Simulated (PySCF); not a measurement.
BGeH₅O₂S.
SMILES: `[SH][GeH2][B](O)O`

Theory: TDDFT CAM-B3LYP/def2-SVPD, vertical, gas phase, core orbitals frozen in the response in PySCF 2.14.0, density-fitted response routines. Isolated species at its PBE0-D3(BJ)/def2-SVP geometry (one conformer only). Relativistic effects, spin–orbit coupling among them, are left out although an element past zinc is present. Torsions of this conformer, `[OH:1][B:2]([OH:3])[GeH2:4][SH:5]`: O1–B2–Ge4–S5 37°, H–O1–B2–O3 1°, H–O3–B2–O1 0°, H–S5–Ge4–B2 -33°.

Computed singlets:

```tsv
state	E (eV)	f
S1	5.42	0.016
S2	5.76	0.0073
S3	6.33	0.027
S4	6.62	0.043
S5	6.94	0.054
S6	7.06	0.026
S7	7.19	0.084
S8	7.42	0.020
S9	7.57	0.063
S10	7.65	0.078
```

**Question.** How much of the mean static polarisability do these states give, one by one?

**Answer.** Each state adds f / ΔE² (ΔE in hartree, 27.2114 eV).

| state | f/ΔE² (au) | running sum (au) | running share of α (%) |
| --- | --- | --- | --- |
| S1 | 0.41 | 0.41 | 0.5 |
| S2 | 0.16 | 0.57 | 0.7 |
| S3 | 0.49 | 1.06 | 1.4 |
| S4 | 0.72 | 1.78 | 2.3 |
| S5 | 0.82 | 2.61 | 3.4 |
| S6 | 0.39 | 2.99 | 3.9 |
| S7 | 1.20 | 4.19 | 5.4 |
| S8 | 0.27 | 4.46 | 5.8 |
| S9 | 0.82 | 5.28 | 6.9 |
| S10 | 0.98 | 6.27 | 8.1 |

The full response gives 76.91 au (11.40 Å³), so 70.6 au comes from the higher roots of the same equations.

**Question.** By how much does the contribution of these states grow at 1064 nm?

**Answer.** With ω = 0.0428 hartree each state's term in the mean polarisability goes from f / ΔE² to f / (ΔE² − ω²); the sum over all 10 states goes from 6.27 to 6.45 au, a rise of 0.18 au.

The largest single term belongs to S7, which also has the largest f.

On Arm Neoverse V2, one thread, no GPU (shared host), this took 51 s.
